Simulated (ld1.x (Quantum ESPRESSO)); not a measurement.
**u(r) = r·R(r): atom against pseudo-atom (Sc)**

Columns: radius, all-electron u(r) and pseudo u(r) of the 3s shell (level -61.79 eV) of scandium in the configuration [Ne] 3s2 3p6 3d1 4s1 4p0; LDA (PZ), scalar-relativistic, TM scheme, ld1.x (Quantum ESPRESSO) 7.5.

```json
{"r (bohr)": "0.088", "all-electron": "0.0599", "pseudo": "0.0594"}
{"r (bohr)": "0.175", "all-electron": "-0.4609", "pseudo": "0.1249"}
{"r (bohr)": "0.262", "all-electron": "-0.5427", "pseudo": "0.2044"}
{"r (bohr)": "0.350", "all-electron": "-0.3034", "pseudo": "0.3065"}
{"r (bohr)": "0.438", "all-electron": "0.0559", "pseudo": "0.4357"}
{"r (bohr)": "0.525", "all-electron": "0.4035", "pseudo": "0.5883"}
{"r (bohr)": "0.612", "all-electron": "0.6858", "pseudo": "0.7518"}
{"r (bohr)": "0.700", "all-electron": "0.8879", "pseudo": "0.9025"}
{"r (bohr)": "0.788", "all-electron": "1.0097", "pseudo": "1.0112"}
{"r (bohr)": "0.875", "all-electron": "1.0645", "pseudo": "1.0645"}
{"r (bohr)": "0.962", "all-electron": "1.0689", "pseudo": "1.0689"}
{"r (bohr)": "1.050", "all-electron": "1.0368", "pseudo": "1.0368"}
{"r (bohr)": "1.138", "all-electron": "0.9803", "pseudo": "0.9803"}
{"r (bohr)": "1.225", "all-electron": "0.9099", "pseudo": "0.9099"}
{"r (bohr)": "1.312", "all-electron": "0.8323", "pseudo": "0.8323"}
{"r (bohr)": "1.400", "all-electron": "0.7515", "pseudo": "0.7515"}
{"r (bohr)": "1.487", "all-electron": "0.6729", "pseudo": "0.6729"}
{"r (bohr)": "1.575", "all-electron": "0.5970", "pseudo": "0.5970"}
{"r (bohr)": "1.662", "all-electron": "0.5270", "pseudo": "0.5270"}
{"r (bohr)": "1.750", "all-electron": "0.4620", "pseudo": "0.4620"}
{"r (bohr)": "1.838", "all-electron": "0.4031", "pseudo": "0.4031"}
{"r (bohr)": "1.925", "all-electron": "0.3508", "pseudo": "0.3508"}
{"r (bohr)": "2.012", "all-electron": "0.3043", "pseudo": "0.3043"}
{"r (bohr)": "2.100", "all-electron": "0.2627", "pseudo": "0.2627"}
{"r (bohr)": "2.188", "all-electron": "0.2263", "pseudo": "0.2263"}
{"r (bohr)": "2.275", "all-electron": "0.1948", "pseudo": "0.1948"}
```

Task: How many radial nodes do the two functions have?

Result: The all-electron 3s function has n − l − 1 = 2; the pseudo-wave has 0, since the states of the same l below it are removed with the core.

Task: At about which radius was the pseudo-wave matched?

Result: 0.95 bohr, where the columns begin to agree (steps of 0.09 bohr).

Task: Is the pseudo-wave norm-conserving?

Result: Yes: the TM scheme keeps the norm inside the radius equal to the all-electron one, which fixes the energy derivative of the logarithmic derivative at the level.
